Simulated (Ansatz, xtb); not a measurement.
**Relaxing a trial structure of GeH2OSi+**

The starting geometry of this gas-phase doublet has its atoms placed at random.

```yaml
atoms:
  - { symbol: Ge, position_ang: [0.2079, 0.6378, 1.2503] }
  - { symbol: O, position_ang: [0.0952, -0.6768, 0.2967] }
  - { symbol: Si, position_ang: [0.8810, -0.3811, -1.4558] }
  - { symbol: H, position_ang: [-0.3759, 0.6536, -1.5080] }
  - { symbol: H, position_ang: [-0.7457, -1.3378, -1.1892] }
```

Problem. One run relaxed it with r2SCAN-D4/def2-SVP. What is a likely outcome?

Solution. It ends as a structure given below by its coordinates. Distances that change by over a tenth: O2–Si3 (1.94 → 1.71 Å). Contacts that close: Si3–H5 (1.91 → 1.48 Å).

The energy falls by 3.84 eV over 12 steps:

```json
{"step": "1", "E − E(last) (eV)": "3.839"}
{"step": "2", "E − E(last) (eV)": "2.494"}
{"step": "3", "E − E(last) (eV)": "1.250"}
{"step": "5", "E − E(last) (eV)": "0.356"}
{"step": "6", "E − E(last) (eV)": "0.200"}
{"step": "7", "E − E(last) (eV)": "0.141"}
{"step": "8", "E − E(last) (eV)": "0.031"}
{"step": "10", "E − E(last) (eV)": "0.000"}
{"step": "11", "E − E(last) (eV)": "0.000"}
{"step": "12", "E − E(last) (eV)": "0.000"}
```

Final geometry (Å):

```xyz
5

Ge    0.3179    0.3653    1.9847
O     0.2056   -0.0383    0.3301
Si    0.2332   -0.4673   -1.3242
H    -0.1226    0.7382   -2.1110
H    -0.5716   -1.7023   -1.4856
```

From the same start GFN2-xTB reaches the same bonding as this run.

From so rough a start the end depends on the optimiser's path, so another program may land elsewhere. The end wasn't checked by frequencies. Open shells are spin-unrestricted. Run with Ansatz 0.2.0, 44 s on 1 thread of Intel(R) Xeon(R) 6975P-C (Granite Rapids) (shared host).
